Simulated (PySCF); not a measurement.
**Correlation energy of Pb(2+) (lead, charge +2)**

[Xe] 4f14 5d10 6s2, closed-shell 1S. All numbers are calculated (PySCF 2.14, a scalar-relativistic core potential, in def2-TZVPPD with the def2 core potential (60 electrons)). Frozen: nothing; 20 electrons correlated.

MP2 pair energies summed by pair of shells (mhartree):

```
 pair   energy  share (%)
5d-5d  -208.79       51.8
5d-6s   -98.35       24.4
5p-5d   -43.18       10.7
6s-6s   -20.78        5.2
5p-5p   -11.92        3.0
5p-6s    -7.43        1.8
5s-5d    -6.78        1.7
5s-5p    -4.36        1.1
5s-5s    -0.86        0.2
5s-6s    -0.43        0.1
```

Total MP2 correlation energy: -402.89 mhartree.

Same-spin part -141.53 and opposite-spin part -261.37 mhartree; SCS-MP2 scales them by 1/3 and 6/5 to -360.81 mhartree.

The basis has no tight functions for the innermost shells, so their pair energies are far from complete.

This basis was not built for core-valence correlation, so the inner-shell part is incomplete.
